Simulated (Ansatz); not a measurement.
`C1C[SiH2]O1` and `SC1CO[SiH2]1` differ in one atom or group.

Ansatz, PBE0-D4/def2-TZVP geometries, multiplicity 1. Each molecule was computed in one conformer, which needn't be the lowest.

```tsv
property	`C1C[SiH2]O1`
HOMO energy (PBE0/def2-TZVPP) / eV	-7.86
HOMO–LUMO gap (PBE0/def2-TZVPP) / eV	7.76
LUMO energy (PBE/def2-TZVPP) / eV	-0.99
size of the dipole moment (B3LYP/def2-TZVPP) / D	1.79
HOMO–LUMO gap (PBE/def2-TZVPP) / eV	5.37
LUMO energy (ωB97M-V/def2-TZVPP) / eV	1.56
```

**Question.** What does the change do to each property? (Best estimate.)

**Answer.** The calculation gave: 
```csv
property,`SC1CO[SiH2]1`,shift
HOMO energy (PBE0/def2-TZVPP) / eV,-6.87,0.99
HOMO–LUMO gap (PBE0/def2-TZVPP) / eV,6.42,-1.34
LUMO energy (PBE/def2-TZVPP) / eV,-1.34,-0.35
size of the dipole moment (B3LYP/def2-TZVPP) / D,0.67,-1.12
HOMO–LUMO gap (PBE/def2-TZVPP) / eV,4.32,-1.05
LUMO energy (ωB97M-V/def2-TZVPP) / eV,1.26,-0.30
```

With PBE0 the HOMO rises by 0.99 eV and the LUMO falls by 0.35 eV, so the gap narrows by about 1.34 eV. PBE moves the HOMO by 0.70 eV and ωB97M-V by 1.15 eV. Dipoles are sizes alone; their direction can turn.

B3LYP here is the variant with VWN-RPA as its local correlation; programs differ in this.
